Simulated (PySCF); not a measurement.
Si(H)3(NHiPr) (C3H11NSi), SMILES [SiH3]NC(C)C.

Coordinates come from a PBE0-D3(BJ)/def2-SVP optimisation. The values are those of a single conformer.

These are PBE0-D3(BJ)/def2-SVP run with PySCF values and carry that method's errors.

Frequencies are harmonic and unscaled.

| mode | ν (cm⁻¹) | IR (km/mol) | moving atoms (share of kinetic energy) |
|---|---|---|---|
| 1 | 59 | 0.3 | H 37 %, N 32 %, C 20 %, Si 11 % |
| 2 | 150 | 1.0 | H 70 %, C 12 %, N 12 % |
| 3 | 192 | 0.8 | H 50 %, C 26 %, Si 16 %, N 9 % |
| 4 | 255 | 0.4 | H 98 % |
| 5 | 294 | 0.1 | H 91 % |
| 6 | 346 | 5.8 | H 43 %, C 39 %, Si 14 % |
| 7 | 379 | 51.9 | H 71 %, C 15 %, N 11 % |
| 8 | 407 | 8.2 | H 43 %, C 43 %, Si 8 % |
| 9 | 496 | 16.8 | H 47 %, C 30 %, N 23 % |
| 10 | 672 | 29.6 | H 64 %, C 17 %, Si 15 % |
| 11 | 711 | 34.6 | H 84 %, Si 9 % |
| 12 | 815 | 46.7 | H 42 %, N 34 %, C 13 %, Si 11 % |
| 13 | 887 | 11.8 | C 42 %, H 37 %, N 15 % |
| 14 | 922 | 1.0 | H 85 %, C 15 % |
| 15 | 925 | 69.9 | H 96 % |
| 16 | 952 | 160.6 | H 89 % |
| 17 | 965 | 21.6 | H 69 %, C 26 % |
| 18 | 997 | 172.9 | H 94 % |
| 19 | 1037 | 26.2 | H 54 %, N 23 %, C 20 % |
| 20 | 1134 | 4.7 | H 54 %, C 45 % |
| 21 | 1168 | 6.5 | C 50 %, H 46 % |
| 22 | 1227 | 40.1 | H 47 %, C 39 %, N 13 % |
| 23 | 1330 | 70.4 | H 70 %, C 17 %, N 12 % |
| 24 | 1361 | 39.0 | H 77 %, C 22 % |
| 25 | 1374 | 9.2 | H 78 %, C 17 % |
| 26 | 1397 | 29.1 | H 73 %, C 27 % |
| 27 | 1427 | 25.5 | H 69 %, C 24 % |
| 28 | 1456 | 1.1 | H 97 % |
| 29 | 1465 | 6.2 | H 85 %, C 13 % |
| 30 | 1471 | 6.4 | H 91 % |
| 31 | 1481 | 4.2 | H 94 % |
| 32 | 2175 | 161.0 | H 96 % |
| 33 | 2224 | 107.5 | H 97 % |
| 34 | 2238 | 125.2 | H 97 % |
| 35 | 2961 | 65.7 | H 92 % |
| 36 | 3047 | 26.6 | H 97 % |
| 37 | 3050 | 3.7 | H 97 % |
| 38 | 3139 | 14.4 | H 91 %, C 9 % |
| 39 | 3141 | 26.9 | H 91 %, C 9 % |
| 40 | 3155 | 5.7 | H 90 %, C 10 % |
| 41 | 3160 | 29.1 | H 91 %, C 9 % |
| 42 | 3629 | 17.7 | H 93 % |
